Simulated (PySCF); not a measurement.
Steps of a relaxation of [Lu(SH)2]+

[Lu(SH)2]+ (singlet in the valence; each metal's 4f electrons, 14 of them, lie in its core potential, out of spins and levels). PySCF 2.14.0, RKS PBE0, Lu lcecp-1-SVP with ECP60, S def2-SVP, H def2-SVP; non-relativistic Hamiltonian with scalar-relativistic core potentials where named; density fitting; no spin-orbit coupling. Origin of the start: template. Columns: position (Å) and force (eV/Å). Energies are counted from the last step; some of the 11 steps are shown. Forces carry noise of the integration grid, about 0.01 to 0.03 eV/Å.

Run from Python with OMP_NUM_THREADS=2. Where DIIS fails, smearing, a level shift and second-order steps follow.
It took 23 s on 2 threads of Arm Neoverse V2, with other jobs on the host, from the converged density of the start.

```xyz
5
step 0  E = 0.667 eV
Lu    0.0000    0.0000   -0.2875     0.00    0.00    0.98
S     2.4149    0.0000    0.7933    -1.85    0.14   -0.06
H     3.2291   -0.3365   -0.2181     0.05   -0.11   -0.43
S    -2.4149    0.0000    0.7933     1.85   -0.14   -0.06
H    -3.2291    0.3365   -0.2181    -0.05    0.11   -0.43
```

```xyz
5
step 3  E = 0.103 eV
Lu    0.0000    0.0000   -0.4215     0.00    0.00   -0.57
S     2.0911   -0.0549    0.8273     0.26   -0.06    0.10
H     2.9899   -0.2719   -0.1851    -0.32    0.06    0.19
S    -2.0911    0.0549    0.8273    -0.26    0.06    0.10
H    -2.9899    0.2719   -0.1851     0.32   -0.06    0.19
```

```xyz
5
step 7  E = 0.001 eV
Lu    0.0000    0.0000   -0.6749     0.00    0.00    0.00
S     1.8718   -0.0703    0.8684     0.02   -0.01   -0.04
H     2.8129   -0.2412   -0.0995    -0.01    0.01    0.04
S    -1.8718    0.0703    0.8684    -0.02    0.01   -0.04
H    -2.8129    0.2412   -0.0995     0.01   -0.01    0.04
```

Question: Where does the relaxation end?

Answer: It converges at step 10 in C2, nearly planar:
```xyz
5
step 10  E = 0
Lu    0.0000    0.0000   -0.6941
S     1.8645   -0.0692    0.8583
H     2.8327   -0.2434   -0.0798
S    -1.8645    0.0692    0.8583
H    -2.8327    0.2434   -0.0798
```

Question: How did the contacts change?

Answer: 
```csv
contact,start (Å),end (Å)
Lu1–S2 (SH),2.646,2.427
Lu1–S4 (SH),2.646,2.427
```


An lcecp potential fixes the number of 4f electrons, so in runs with it no electron can move into or out of that shell.
